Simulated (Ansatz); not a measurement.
Consider the ligand exchange at a B–F bond: `FBF` + `[SiH3]N[SiH3]` → `FBN([SiH3])[SiH3]` + H–F.

Calculated with Ansatz (gas phase, PBE0-D4/def2-TZVP geometries, no zero-point term in ΔE). CCSD(T)/CBS adds triple-zeta CCSD(T) − MP2 to the extrapolated MP2 energy (def2 sets, frozen cores). This one scheme is used for every species. DFT in def2-TZVPP. Each species was taken in one conformer, which may not be the lowest.

| level | ΔE (kJ/mol) | difference from CCSD(T)/CBS |
| --- | --- | --- |
| LDA (SPW92) | 32.0 | -0.4 |
| PBE-D4 | 34.6 | 2.2 |
| r2SCAN0-D4 | 39.6 | 7.2 |
| r2SCAN0 | 41.6 | 9.2 |
| BHLYP | 51.1 | 18.7 |
| CAM-B3LYP | 49.9 | 17.5 |
| RPA@PBE/def2-TZVPP | 36.4 | 4.0 |
| HF/def2-SVP | 60.0 | 27.6 |
| MP2/def2-SVP | 45.9 | 13.5 |
| CCSD/def2-SVP | 47.8 | 15.4 |
| CCSD(T)/def2-SVP | 45.9 | 13.5 |
| MP2/def2-TZVPP | 33.3 | 0.9 |
| CCSD/def2-TZVPP | 39.2 | 6.8 |
| HF/def2-QZVPP | 60.4 | 28.0 |
| SCS-MP2/def2-QZVPP | 37.1 | 4.7 |
| CCSD/CBS(def2) | 35.7 | 3.3 |
| CCSD(T)/CBS | 32.4 | 0 |

Largest T1 diagnostic among the species: 0.013.

The D4 term adds −10.2 kJ/mol with B3LYP and −5.6 kJ/mol with PBE0; it sums over pairs of atoms, weighted by their polarisabilities, and B3LYP, whose exchange is more repulsive, gets the larger term. At CCSD(T), def2-SVP lies +13.5 kJ/mol from the extrapolated value and def2-TZVPP +3.5 kJ/mol. In def2-TZVPP, CCSD(T) changes the Hartree–Fock value by −24.2 kJ/mol (the triples alone add −3.3 kJ/mol) and MP2 by −26.7 kJ/mol.

B3LYP here is the variant with VWN-RPA as its local correlation; programs differ in this.
